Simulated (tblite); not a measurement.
C5H5ClO3.
Numbering: `[CH2:1]=[C:2]([Cl:3])[O:4]/[CH:5]=[CH:6]\[C:7](=[O:8])[OH:9]` (hydrogens: H10, H11 on C1; H12 on C5; H13 on C6; H14 on O9)

A start from a force field or distance geometry was refined with GFN2-xTB geometry optimisation, gas phase (tblite 0.8.0). Values at the start:

| coordinate | start |
| --- | --- |
| C1=C2 | 1.324 Å |
| C1–H10 | 1.097 Å |
| C1–H11 | 1.083 Å |
| C2–Cl3 | 1.740 Å |
| C2–O4 | 1.394 Å |
| O4–C5 | 1.370 Å |
| C5=C6 | 1.335 Å |
| C5–H12 | 1.085 Å |
| C6–C7 | 1.474 Å |
| C6–H13 | 1.077 Å |
| C7=O8 | 1.216 Å |
| C7–O9 | 1.349 Å |
| O9–H14 | 0.981 Å |
| C1–C2–Cl3 | 118.8° |
| C1–C2–O4 | 118.4° |
| C2–O4–C5 | 121.6° |
| Cl3–C2–O4 | 122.7° |
| O4–C5–C6 | 123.9° |
| C5–C6–C7 | 123.3° |
| C6–C7–O8 | 129.0° |
| C6–C7–O9 | 109.4° |
| C1–C2–O4–C5 | -164° |
| C2–O4–C5–C6 | -171° |
| O4–C5–C6–C7 | 2° |
| C5–C6–C7–O8 | -1° |

Q: How do these coordinates change at the GFN2-xTB level?

A: 
| coordinate | GFN2-xTB (Å or °) | change |
| --- | --- | --- |
| C2–O4 | 1.343 | -0.051 |
| O4–C5 | 1.337 | -0.033 |
| C1–H10 | 1.072 | -0.025 |
| O9–H14 | 0.969 | -0.012 |
| C7=O8 | 1.205 | -0.011 |
| C6–C7 | 1.464 | -0.010 |
| C1–H11 | 1.074 | -0.009 |
| C5=C6 | 1.340 | +0.005 |
| C1=C2 | 1.326 | +0.002 |
| C2–Cl3 | 1.742 | +0.002 |
| C6–H13 | 1.076 | -0.001 |
| C5–H12 | 1.085 | 0.000 |
| C7–O9 | 1.349 | 0.000 |
| Cl3–C2–O4 | 118.3 | -4.4 |
| C2–O4–C5 | 124.3 | +2.7 |
| C1–C2–O4 | 120.8 | +2.4 |
| C1–C2–Cl3 | 120.9 | +2.1 |
| C6–C7–O8 | 127.1 | -1.9 |
| O4–C5–C6 | 122.0 | -1.9 |
| C6–C7–O9 | 110.9 | +1.5 |
| C5–C6–C7 | 123.9 | +0.6 |
| C1–C2–O4–C5 | 180 | -16 |
| C2–O4–C5–C6 | 180 | -9 |
| O4–C5–C6–C7 | 0 | -2 |
| C5–C6–C7–O8 | 1 | +2 |

The energy falls by 17.3 kJ/mol over 91 L-BFGS steps, the largest force on an atom goes from 1.47 to 0.009 eV/Å, and the atoms move by 0.277 Å rms after alignment. The bond that changes most is C2–O4 (vinylic C–Cl carbon to ether oxygen), which shortens by 0.051 Å. Bonds longer at the end by more than 0.005 Å: 1 of 13; shorter: 7. Among the dihedrals that turn most is Cl3–C2–O4–C5, from 21° to 1°. Rotational constants go from 3630, 604.1, 528.4 to 3738, 628.7, 538.2 MHz.

Time: 0.96 s wall. Hardware: an Arm Neoverse N1 with one thread (shared host).

Its GFN2-xTB frequencies are all real (lowest 26 cm⁻¹). The numbers are those of one conformer.

All values are computed, not measured.
